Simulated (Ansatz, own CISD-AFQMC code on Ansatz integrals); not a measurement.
C4H4, SMILES `C1=CC=C1` (singlet; the order of the spin states depends on the level) (charge 0, multiplicity 1). This singlet lies 0.53 eV below the relaxed triplet at the level frozen-core CCSD(T)/cc-pVTZ // B3LYP-D3(BJ)/def2-TZVP (Ansatz, a program for electronic structure); other levels give the other order.

Cartesian coordinates (Å):
SMILES: C1=CC=C1
```xyz
8

C     -0.3385    -0.9741     0.0042
C     -1.0172     0.1694     0.0057
C      0.3385     0.9741    -0.0035
C      1.0172    -0.1694    -0.0064
H     -0.6035    -2.0205     0.0079
H     -2.0627     0.4380     0.0115
H      0.6035     2.0205    -0.0067
H      2.0627    -0.4380    -0.0127
```
Charge 0, multiplicity 1.

Frozen-core energies in cc-pVDZ from Ansatz at a geometry from B3LYP-D3(BJ)/def2-TZVP; the HF reference has <S^2> = 0.00 (restricted, and unstable towards unrestricted orbitals) and the T1 diagnostic is 0.011.

| level | energy (Ha) |
|---|---|
| HF | -153.65621 |
| MP2 | -154.17810 |
| CCSD | -154.21565 |
| CCSD(T) | -154.23987 |

Task: Estimate the energies of CCSDT, phaseless AFQMC, CISD trial (own CISD-AFQMC code on Ansatz integrals; ±0.39 mHa) and CCSDT(Q), and give each level's difference from CCSDT(Q).

Result: 
```
level                                                                             energy (Ha)  difference from CCSDT(Q) (mHa)
--------------------------------------------------------------------------------  -----------  ------------------------------
MP2                                                                                -154.17810                           64.82
CCSD                                                                               -154.21565                           27.27
CCSD(T)                                                                            -154.23987                            3.05
CCSDT                                                                              -154.24080                            2.12
phaseless AFQMC, CISD trial (own CISD-AFQMC code on Ansatz integrals; ±0.39 mHa)   -154.24118                            1.74
CCSDT(Q)                                                                           -154.24292                            0.00
```
